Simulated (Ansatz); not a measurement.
Stepwise reaction of `F[Si](F)(F)[AlH2]` with hydrogen, as a gas-phase model of exchange steps in deposition or etching. ΔE in kJ/mol.

Program: Ansatz. Geometries: PBE0-D4/def2-TZVP. ΔE: electronic, gas phase. CBS: MP2 limit from def2 TZ/QZ plus the TZ coupled-cluster correction, frozen cores. This one scheme is used for every species. Functionals use def2-TZVPP. B3LYP here is the variant with VWN-RPA as its local correlation; programs differ in this.

```csv
step,reaction,PBE-D4,B3LYP-D4,ωB97M-V,CCSD(T)/CBS
1,`F[Si](F)(F)[AlH2]` + H₂ → `F[SiH](F)[AlH2]` + H–F,140.5,148.5,150.3,146.3
2,`F[SiH](F)[AlH2]` + H₂ → `F[SiH2][AlH2]` + H–F,119.8,128.8,128.6,124.7
3,`F[SiH2][AlH2]` + H₂ → `[AlH2][SiH3]` + H–F,87.3,97.6,95.7,92.7
```

Problem. By hand: ΔE of the 3 steps together at CCSD(T)/CBS.

Solution. (146.3) + (124.7) + (92.7) = 363.7 kJ/mol, or 121.2 kJ/mol a step.

In ΔE each step is lower than the one before. All are uphill at CCSD(T)/CBS. PBE-D4 differs from CCSD(T)/CBS by -5.8 to -4.9 kJ/mol a step. Isolated molecules leave out the surface, adducts and barriers. Largest T1 diagnostic: 0.012.
